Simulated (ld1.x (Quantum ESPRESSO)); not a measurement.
**molybdenum, ultrasoft: configuration errors across variants**

- Element: molybdenum (Mo)
- Generator: ld1.x (Quantum ESPRESSO) 7.5
- Type: ultrasoft
- Functional: LDA (PZ)
- Relativity: scalar-relativistic
- Frozen core: [Kr]
- Valence charge: 6
- Reference configuration: 4d5 5s0 5p1
- Partial waves: 5s (bound, empty): rcut 1.90, rcutus 2.60 bohr; 5s channel at 2.65 Ry: rcut 1.90, rcutus 2.60 bohr; 5p (bound): rcut 3.95, rcutus 4.60 bohr; 5p channel at 0.2 Ry: rcut 3.95, rcutus 4.60 bohr; 4d (bound): rcut 1.40, rcutus 1.55 bohr; 4d channel at 1.5 Ry: rcut 1.40, rcutus 1.55 bohr
- Local potential: all-electron potential smoothed inside 2.80 bohr (lloc = -1)
- Core correction: a·sin(br)/r model core inside 1.60 bohr
- Augmentation charge: PSQ, inside the norm-conserving radii

All-electron excitation energies from the reference (eV): (1) 4d5 5s0 5p0 3.941; (2) 4d4 5s0 5p0 19.644; (3) 4d2 5s0 5p0 86.302; (4) 4d5 5s0 5p1 spin -3.698.

Spin tests fill each open shell by Hund’s rule, majority spin first.

The overlap operator is not positive definite (basis up to 400 Ry) in “local potential all-electron potential smoothed inside 4.56 bohr (lloc = -1)”. Such files are unfit for use, however small their errors in these radial tests.

Tests that are not counted but printed errors over 1 eV. “base”: 4d4 5s1 5p0 (solver errors, printed error -3.4 eV); 4d4 5s1 5p1 (solver errors, printed error -3.1 eV); 2 more. “local potential all-electron potential smoothed inside 4.56 bohr (lloc = -1)”: 4d5.5 5s0.5 5p0 (solver errors, printed error -215 eV); 4d5 5s1 5p0 (solver errors, printed error -213 eV); 3 more.

3 further variants failed, have other tests or another functional or relativity, and are left out.

A true bound ghost makes a file unfit for plane-wave use even where its test errors are small: the radial tests pick states by their node count and pass the ghost by. Where a test does run into it, the solver fails or the error is huge.

Errors AE − PS in meV (a dash: test not solved or not reliable):

| change | (1) | (2) | (3) | (4) | bound ghosts |
| --- | --- | --- | --- | --- | --- |
| base | -8.7 | -40 | -1267 | +338 | s |
| waves 5s (bound): rcut 1.90, rcutus 3.88 bohr; 5s channel at 2.65 Ry: rcut 1.90, rcutus 3.88 bohr | -8.7 | -40 | -1267 | +338 | none |
| local potential all-electron potential smoothed inside 4.56 bohr (lloc = -1) | -10 | -44 | -1287 | +338 | not determined (overlap not positive) |

Q: Give the same row for: waves 5p (bound): rcut 3.95, rcutus 4.84 bohr; 5p channel at 0.2 Ry: rcut 3.95, rcutus 4.84 bohr.

A: -9.2, -31, -1227, +337; bound ghosts: s. Not counted: 4d4 5s1 5p0 (solver errors, printed error -3.4 eV); 4d4 5s1 5p1 (solver errors, printed error -3.0 eV); 2 more.
